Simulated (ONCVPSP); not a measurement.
## Pseudopotential generation for rhenium: ONCV, PBE, scalar-relativistic.

```
Element                 : rhenium
Generator               : ONCVPSP 4.0.1
Type                    : optimised norm-conserving Vanderbilt (ONCV)
Functional              : PBE
Relativity              : scalar-relativistic
Frozen core             : [Kr] 4d10
Valence charge          : 29
Reference configuration : 4f14 5s2 5p6 5d5 6s1.75 (charge +0.25)
Partial waves           : 5s+6s: rc 1.40 bohr, ncon 5, nbas 9, qcut 7.4 1/bohr, 2 projectors; 5p: rc 2.00 bohr, ncon 4, nbas 7, qcut 6.1 1/bohr, 3 projectors, debl 0.9 Ha; 5d: rc 2.45 bohr, ncon 4, nbas 9, qcut 5.7 1/bohr, 2 projectors, debl 2.7 Ha; 4f: rc 0.70 bohr, ncon 3, nbas 7, qcut 26.4 1/bohr, 2 projectors, debl 2.4 Ha
Local potential         : polynomial inside 0.60 bohr (lpopt 5, dvloc0 2 Ha)
Core correction         : Teter function, fcfact 3.25, rcfact 1.5
```

In the p channel the program set the typed energies aside and used -1.795, 0.250, 1.150 Ha.

All-electron outer shells of the reference configuration (PBE, scalar-relativistic, ld1.x):

```csv
shell,level (eV),outermost node (bohr),outermost maximum (bohr)
4d,-257.16,0.21,0.44
5s,-87.08,0.52,0.93
5p,-48.85,0.56,1.06
4f,-44.13,–,0.41
6s,-7.56,1.24,2.54
5d,-7.16,0.62,1.41
```

(1) Estimate the cutoffs (Ha) at which the residual kinetic energy of the hardest occupied pseudo-wave falls to 1 and 0.1 mHa per electron.

(2) Does the potential have ghost states?

(3) Which valence shell sets the plane-wave cutoff?

(4) Tests: 4f14 5s2 5p6 5d5 6s2; 4f14 5s2 5p6 5d5 6s1; 4f14 5s2 5p6 5d5 6s0; 4f14 5s2 5p6 5d5 6s0 6p1. Which has the largest error in its energy relative to the reference configuration, and how large is it?

Answers

(1) 279 Ha and 305 Ha.

(2) Ghosts flagged at negative energy: s at -951.8 eV, p at -136.5 eV, d at -46.7 eV; no localised positive-energy state flagged. A true bound ghost makes a file unfit for plane-wave use.

(3) 4f: 279 Ha for 1 mHa per electron, against 27 Ha for 5s.

(4) 4f14 5s2 5p6 5d5 6s0, with -9.0 meV (all-electron minus pseudo) on +23.88 eV.
